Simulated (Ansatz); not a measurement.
Gas-phase electronic energies from Ansatz, PBE0-D4/def2-TZVP geometries. CCSD(T)/CBS is the MP2 limit (def2-TZVPP, def2-QZVPP) plus CCSD(T) − MP2 in def2-TZVPP, frozen cores. This one scheme is used for every species. One conformer a species, not always the lowest.

Reaction (redistribution): `C=C[SiH2]O[SiH2]F` + `O[SiH](O)N[SiH](Cl)Cl` → `C=C[SiH2]N[SiH](Cl)Cl` + `O[SiH](O)O[SiH2]F`

```
                species  CCSD(T)/CBS(def2) energy (Eh)
    `C=C[SiH2]O[SiH2]F`                     -833.58294
`O[SiH](O)N[SiH](Cl)Cl`                    -1706.06232
`C=C[SiH2]N[SiH](Cl)Cl`                    -1632.88592
    `O[SiH](O)O[SiH2]F`                     -906.76209
```

(1) Work out ΔE.

Largest T1 diagnostic among the species: 0.012.

## Answers

(1) ΔE = (-1632.88592) + (-906.76209) − (-833.58294) − (-1706.06232) = -0.00275 Eh = -0.07 eV.

In def2-TZVPP, CCSD(T) changes the Hartree–Fock value by −0.06 eV (the triples alone add −0.01 eV) and MP2 by −0.07 eV. The D4 term adds −0.05 eV with B3LYP and −0.03 eV with PBE0; it sums over pairs of atoms, weighted by their polarisabilities, and B3LYP, whose exchange is more repulsive, gets the larger term.

B3LYP here is the variant with VWN-RPA as its local correlation; programs differ in this.
